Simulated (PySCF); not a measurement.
Calculated properties of 2-methoxypyridine, `COc1ccccn1`

2-methoxypyridine, C6H7NO.
Cartesian coordinates in Å at the GFN2-xTB level; atoms count from 1:
```
atom  x, y, z in Å
C1    -2.648    0.114    0.136
O2    -1.634   -0.829   -0.150
C3    -0.370   -0.378   -0.083
C4     0.664   -1.283   -0.360
C5     1.960   -0.822   -0.297
C6     2.192    0.509    0.037
C7     1.101    1.313    0.295
N8    -0.154    0.887    0.238
H9    -2.608    0.950   -0.566
H10   -3.590   -0.422    0.036
H11   -2.536    0.504    1.150
H12    0.422   -2.303   -0.611
H13    2.785   -1.487   -0.506
H14    3.194    0.903    0.094
H15    1.216    2.355    0.565
```

Some functional groups and rings: pyridine-type ring nitrogen and ether.

**GFN2-xTB geometry**

```yaml
Point_group_of_the_GFN2-xTB_geometry: Cs
Rotational_constants_A_B_C_of_the_GFN2-xTB_geometry: 5.235, 1.676, 1.280 GHz
```

From wB97X-D/def2-SVPD ground state and vertical TDDFT (core frozen in the response) (PySCF):

```yaml
Dipole_moment: 0.79 D
HOMO_energy: -8.56 eV
LUMO_energy: 1.05 eV
HOMO–LUMO_gap: 9.61 eV
Lowest_singlet_excitation: 5.24 eV (237 nm, f = 0.074)
Strongest_line_among_the_8_lowest_singlet_transitions: S6 at 7.37 eV (168 nm, f = 0.579)
Lowest_triplet_excitation_Tamm–Dancoff: 4.10 eV
Static_isotropic_polarisability: 79.6 au
Electronic_spatial_extent_⟨r²⟩_about_the_centre_of_nuclear_charge: 920 bohr²
```

Monoisotopic mass from the formula: 109.0528 u.

The rotational constants make it an asymmetric top with κ = (2B − A − C)/(A − C) = -0.80, nearer the prolate limit (−1). The 8 singlets span 5.24 to 7.68 eV, and their oscillator strengths add up to 1.05. No computed singlet falls in the visible range (750 to 380 nm, 1.65 to 3.26 eV); S1 lies 1.98 eV above its blue end. The polarisability is 11.79 Å³ as a volume (1 au = 0.148185 Å³), or 1.37 au for each of the 58 electrons. The vertical singlet–triplet gap S1 − T1 is 1.14 eV (TDDFT singlet less Tamm–Dancoff triplet; S1: HOMO→LUMO, weight 0.88; T1: HOMO→LUMO, weight 0.79). The dipole equals about 2.6 × 10⁻³⁰ C·m (1 D = 3.33564 × 10⁻³⁰ C·m).

Geometry: GFN2-xTB, one conformer, isolated molecule.
